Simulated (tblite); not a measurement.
C₇H₁₁S (doublet state).
Z-matrix (Å and degrees, GFN2-xTB geometry), rows numbered from 1:
```
C 
C   1  1.3319
C   2  1.4403  1  123.15
C   3  1.3401  2  126.73  1  -179.91
C   4  1.4984  3  126.73  2    -4.77
C   5  1.4917  4  104.52  3   -96.43
S   6  1.7108  5  124.01  4   -84.93
C   7  1.8265  6  102.96  5   -42.35
H   1  1.0763  2  122.02  3  -179.90
H   1  1.0778  2  121.49  3    -0.05
H   2  1.0813  1  119.34  3   179.61
H   3  1.0832  2  115.07  1    -0.51
H   4  1.0825  3  118.69  2  -178.28
H   5  1.0906  4  111.62  3    22.12
H   5  1.0903  4  110.74  3   143.33
H   6  1.0775  5  117.36  4    63.80
H   8  1.0848  7  106.24  6  -163.65
H   8  1.0851  7  109.21  6   -44.67
H   8  1.0857  7  110.11  6    77.62
```

Calculated harmonic vibrations of the isolated species, GFN2-xTB (tblite), most abundant isotopes, no scaling. Errors from tens to a few hundred cm⁻¹ against measured bands are possible. One conformer, not necessarily the lowest. Open shells enter through the occupations alone, without spin polarisation, and single modes of such species can be off by tens of per cent.

Harmonic wavenumbers (cm⁻¹): 31.5, 38.5, 99.8, 116.6, 148.9, 161.1, 231.5, 268.6, 346.4, 405.7, 423.2, 552.9, 595.7, 638.2, 703.7, 771.4, 811.1, 872.5, 909.4, 918.1, 921.4, 935.8, 967.4, 1006.9, 1017.2, 1097.9, 1124.8, 1172.7, 1227.4, 1265.2, 1277.0, 1290.3, 1304.1, 1354.7, 1419.1, 1443.8, 1449.5, 1469.8, 1629.2, 1647.6, 2980.6, 2992.4, 3032.8, 3040.9, 3043.5, 3056.9, 3063.7, 3069.4, 3098.4, 3099.2, 3129.8.

A = 5393, B = 628.9, C = 614.4 MHz; mass 127.058 u (most abundant isotopes); point group C1, symmetry number 1; spin multiplicity 2.

Q: Zero-point energy?

A: Half the sum of the wavenumbers: 33837 cm⁻¹ = 404.79 kJ/mol.

Q: What is S at 273.15 K and 1 bar for an ideal gas of classical rigid rotors and harmonic oscillators?

A: Translation 167.46, rotation 122.02, vibration 126.76, spin (R ln 2) 5.76: S = 422.0 J/(mol K).

Q: And Cp and H(273.15 K) − H(0)?

A: Cp = 150.89 J/(mol K), of which vibrations give 117.64 (their classical limit is 51 R = 424.0); H(273.15 K) − H(0) = 26.16 kJ/mol without the zero-point energy, 17.08 from vibrations.

Q: Blend soft modes into free rotors: weight 1/[1 + (100 cm⁻¹/ν̃)⁴] for the oscillator and the rest for a rotor with moment μB/(μ + B), μ = h/(8π²ν), B = 10⁻⁴⁴ kg m². What vibrational entropy results?

A: 112.34 J/(mol K) in place of 126.76, which changes −T·S at 273.15 K by +3.94 kJ/mol.

Q: Which modes carry the vibrational entropy at 273.15 K?

A: 31.5 cm⁻¹: 23.26; 38.5 cm⁻¹: 21.59; 99.8 cm⁻¹: 13.76; 116.6 cm⁻¹: 12.50; 148.9 cm⁻¹: 10.54; 161.1 cm⁻¹: 9.92 J/(mol K); the other 45 give 35.18 together.

Q: How do the functions run with temperature in this model?

A: 
```json
{"T (K)": "100", "S (J/(mol K))": "310.3", "Cp (J/(mol K))": "84.0", "H − H(0) (kJ/mol)": "5.98", "G − H(0) (kJ/mol)": "-25.05", "ln q(vib)": "2.64"}
{"T (K)": "200", "S (J/(mol K))": "379.9", "Cp (J/(mol K))": "121.1", "H − H(0) (kJ/mol)": "16.23", "G − H(0) (kJ/mol)": "-59.75", "ln q(vib)": "5.67"}
{"T (K)": "300", "S (J/(mol K))": "436.7", "Cp (J/(mol K))": "162.2", "H − H(0) (kJ/mol)": "30.37", "G − H(0) (kJ/mol)": "-100.63", "ln q(vib)": "8.46"}
{"T (K)": "500", "S (J/(mol K))": "538.1", "Cp (J/(mol K))": "237.4", "H − H(0) (kJ/mol)": "70.71", "G − H(0) (kJ/mol)": "-198.32", "ln q(vib)": "13.78"}
{"T (K)": "800", "S (J/(mol K))": "666.8", "Cp (J/(mol K))": "309.7", "H − H(0) (kJ/mol)": "153.75", "G − H(0) (kJ/mol)": "-379.71", "ln q(vib)": "21.28"}
{"T (K)": "1000", "S (J/(mol K))": "739.5", "Cp (J/(mol K))": "341.4", "H − H(0) (kJ/mol)": "219.01", "G − H(0) (kJ/mol)": "-520.50", "ln q(vib)": "25.90"}
```

q(vib) and H(0) count from the zero-point level.

Hindered rotation and anharmonicity are outside this model. Other conformers, if any are populated, would add a mixing term that is left out. The structure is chiral; the term R ln 2 for an equal mix with its mirror image is left out.
